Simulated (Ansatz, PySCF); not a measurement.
System: sum formula GeSiH3, net charge -1, singlet state. It need not be the lowest isomer of its formula. Whether it binds its extra electron was not tested at this geometry. 
Coordinates optimised at B3LYP-D3(BJ)/def2-TZVP (Ansatz, an electronic-structure program):
```xyz
5

Si    -1.3989    -0.1641     0.4766
Ge     0.7183     0.0682    -0.2893
H     -2.0410     0.1586     1.7991
H     -2.5233    -0.7314    -0.3473
H      1.1632     0.6888     1.1351
```
Charge -1, spin multiplicity 1.

Total electronic energies in hartree. Valence correlation only, unless marked. Spin-orbit coupling is left out. Frozen are the shells of the preceding noble gas and the d and f shells that filled before the atom's block. Non-relativistic. CBS marks a two-point X^-3 extrapolation of the correlation energy; Hartree-Fock from the larger set. The bracket is a focal-point correction in the basis named.

The Hartree-Fock reference is unstable (checked in the largest basis), which strains HF and MP2. 

| level | program | energy (Eh) |
|---|---|---|
| r2SCAN/def2-TZVPD | PySCF | -2368.26794 |
| r2SCAN-D3(BJ)/def2-TZVPD | Ansatz + dftd3 | -2368.26877 |
| B3LYP/def2-TZVPD | Ansatz | -2368.37878 |
| PBE0/STO-3G | Ansatz | -2340.42540 |
| HSE06-D4/def2-TZVPD | Ansatz + dftd4 | -2367.91537 |
| RI-MP2/def2-QZVPPD | Ansatz | -2366.33846 |
| RI-MP2/CBS(def2-TZVPPD,def2-QZVPPD) | Ansatz | -2366.3498 |
| SCS-MP2/def2-QZVPP | Ansatz | -2366.34956 |
| RI-MP2/CBS(def2-TZVPPD,def2-QZVPPD)+[CCSD(T)-MP2]/def2-TZVPPD | Ansatz | -2366.4003 |

Totals of different functionals don't rank their quality; only differences between species are comparable.
